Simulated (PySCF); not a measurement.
**Working out the ionisation energy of Fe**

Fe [Ar] 3d6 4s2 (5D) → Fe⁺ [Ar] 3d6 4s1 (6D). Calculation: PySCF 2.14, in cc-pVDZ-DK (6s5p3d1f, 43 functions); scalar relativity by spin-free X2C-1e. Frozen: [Ar]. Energies in hartree (1 hartree = 27.21139 eV):

```tsv
part	Fe (lower)	Fe⁺ (upper)
UHF	-1271.345052	-1271.108387
MP2 opposite-spin	-0.079212	-0.045359
MP2 same-spin	-0.072959	-0.071724
```

Problem. What does Hartree-Fock give?

Solution. (-1271.108387) − (-1271.345052) = 0.236665 hartree = 6.440 eV.

Problem. What do MP2 and SCS-MP2 (6/5 opposite-spin, 1/3 same-spin) give?

Solution. The opposite-spin parts differ by 0.921 eV and the same-spin parts by 0.034 eV. MP2: 6.440 + (0.921) + (0.034) = 7.395 eV. SCS-MP2: 6.440 + 1.2 × (0.921) + (0.034)/3 = 7.557 eV.

Measured between the centres of the two terms (NIST): 7.904 eV, so MP2 (valence) is off by -0.509 eV.

A double-zeta basis recovers only part of the correlation energy.

What remains against the reference includes basis incompleteness, the frozen core and correlation beyond second order.
